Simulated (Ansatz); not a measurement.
`C[SiH](O)[SiH](O)O` + `CO[SiH](O)O` → `CO[SiH](O)[SiH](O)O` + `C[SiH](O)O`  (redistribution)

Calculated with Ansatz (gas phase, PBE0-D4/def2-TZVP geometries, no zero-point term in ΔE). CCSD(T)/CBS is the MP2 limit (def2-TZVPP, def2-QZVPP) plus CCSD(T) − MP2 in def2-TZVPP, frozen cores. Functionals use def2-TZVPP. B3LYP here is the variant with VWN-RPA as its local correlation; programs differ in this. Each species was taken in one conformer, which may not be the lowest.

(1) Is it downhill or uphill in electronic energy at CCSD(T)/CBS, and by how much? (Best estimate.)

(2) What do these levels give: PBE0-D4, B3LYP-D4, ωB97M-V, PBE, r2SCAN, PBE0, HF/def2-TZVPP, MP2/def2-TZVPP, HF/def2-QZVPP, MP2/def2-QZVPP, SCS-MP2/def2-QZVPP, HF/CBS(def2)? (Estimate.)

Largest T1 diagnostic among the species: 0.012.

Results:

(1) The calculation gave: Uphill: ΔE = +14.4 kJ/mol.

(2) The calculation gave: PBE0-D4 14.7, B3LYP-D4 12.8, ωB97M-V 15.3, PBE 13.9, r2SCAN 15.3, PBE0 14.9, HF/def2-TZVPP 13.1, MP2/def2-TZVPP 14.8, HF/def2-QZVPP 12.7, MP2/def2-QZVPP 14.3, SCS-MP2/def2-QZVPP 13.4, HF/CBS(def2) 12.7 kJ/mol.
